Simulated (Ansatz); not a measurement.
Si2O3, relaxed as a quintet with UKS PBE-D4/def2-SVP in Ansatz, starting from the PBE-D4/def2-SVP geometry of the neutral singlet. Force threshold 0.02 eV/Å.

The relaxation made no stability test and no search for a lower SCF solution. At PBE-D4/def2-SVP a singlet of charge 0 lies 5.00 eV below the quintet, each at its own geometry. The structure comes from a short search, and lower isomers may exist.

Start:

```xyz
5

Si   -1.330    1.636   -1.383
Si    0.483   -0.596    0.503
O    -0.388   -1.880    0.459
O     1.733    0.213    0.943
O    -0.497    0.627   -0.522
```

Task: Estimate the energy that the relaxation releases and the steps that it takes.

Result: 31.9 kcal/mol, in 14 steps; 12 s on 4 threads of Arm Neoverse V1 on a shared host. No frequencies were taken in this run, so the end may be a saddle point.

Task: Does the start keep its bonding and symmetry?

Result: By distances, no bond broke or formed. The bond that changes most is Si2–O5, from 1.87 to 1.64 Å (atoms count from 1). Point group C2v at the start, Cs at the end, both within 0.05 Å.

Task: Predict the relaxed structure.

Result: 
Cartesian coordinates in Å:
```
Si -1.6066 1.2409 -1.4052
Si 0.3872 -0.3288 0.3492
O -0.4004 -1.7150 0.4006
O 1.7792 -0.1835 1.1096
O -0.1594 0.9863 -0.4542
```
Bond lengths: 4 × O–Si 1.59 to 1.75 Å.
